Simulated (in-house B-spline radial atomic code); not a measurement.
Tc²⁺. Computed with a B-spline radial atomic code. Model: non-relativistic spherical atom: semilocal Troullier-Martins pseudo-atom, one channel per l, against all electrons, high spin, G0W0 and RPA with empty states to l = 8, local potential for every l without a channel, a model core (radius 0 = none) keeps its share of the functional.

Without relativity these are model numbers for so heavy an element.

What the tables leave out is listed at the end.

The pseudopotential gives back the lowest level of each angular momentum of its own functional in the configuration it was made in; a second state of the same l is only approximately right. Exact exchange, RPA and GW see the smooth pseudo-orbitals and miss the exchange with the core, for which the functional's share stands in. The column with an uncorrelated core keeps all orbitals and exact exchange, and so separates missing core correlation from pseudisation. Only the three outermost levels and the lowest empty one were computed. RPA here is direct RPA, with no exchange kernel, and its energies carry an (l + 1/2)⁻⁴ tail. A hybrid on a potential with a model core restores only its own semilocal share of the core's exchange.

Command:
```bash
python run_psgw.py task.json out
```
Settings (lengths in bohr, energies in hartree):
```
Z                      43
electrons              41
configuration          [Kr] 4d5
generated_in           [Kr] 4d5 5s2
functional             pbe,pbe
core_shells            7
radius_factor          0.8
core_correction        True
```

Time taken, with all properties: 40 s on 1 thread of Arm Neoverse N1 (shared host).

Given: made with PBE; model core radius 0.742 bohr; local radius 1.04 bohr; mean-field start PBE0.

Valence shells of the generating configuration: 4p, 4d, 5s.

Channel: s 2.267, p 0.824, d 0.999 (radii in bohr).

Computed: largest level miss in the spin-unpolarised generating configuration 0.002 eV; valence RPA correlation energy all-electron orbitals -0.53921 hartree; all-electron RPA polarisability, core included 6.594 bohr³; pseudo-atom RPA polarisability 6.8569 bohr³.

| level | occupied | mean-field all-electron (eV) | mean-field pseudo minus all (eV) | G0W0 all-electron (eV) | G0W0 uncorrelated core minus all (eV) | G0W0 pseudo minus all (eV) | exchange self-energy all-electron (eV) | exchange self-energy pseudo (eV) |
| --- | --- | --- | --- | --- | --- | --- | --- | --- |
| 4d up | 1 | -25.9 | 0.166 | -30.425 | 0.109 | 0.653 | -30.464 | -25.443 |
| 4p down | 1 | -60.589 | 1.399 | -65.511 | -0.337 | 2.509 | -36.952 | -24.886 |
| 4d down (empty) | 0 | -18.423 | 0.112 | -15.144 | 0.234 | 0.057 | -10.352 | -5.8203 |

Problem. What is the valence RPA correlation energy pseudo?

Solution. -0.72185 hartree.

Among the listed levels the largest G0W0 shift of the pseudo-atom is +2.51 eV, for 4p down on the PBE0 start, while leaving the core uncorrelated moves that level by -0.34 eV. So pseudisation and the lost core exchange, not the missing core correlation, make the error. Not in the tables (levels of low weight, unsolved or above zero; the highest and the empty levels are kept at any weight): on PBE, a start not tabulated, the G0W0 levels 4d up (pseudo minus all +0.73 eV, weights 0.58 and 0.42), 4p down (pseudo minus all +2.26 eV, weights 0.63 and 0.83), 4p up (pseudo minus all +2.88 eV, weights 0.07 and 0.06), 4d down (pseudo minus all -0.15 eV, weights 0.70 and 0.83); on PBE0 the G0W0 levels 4p up (pseudo minus all +4.54 eV, weights 0.05 and 0.06); no Hartree-Fock pseudo-atom is run with a model core.
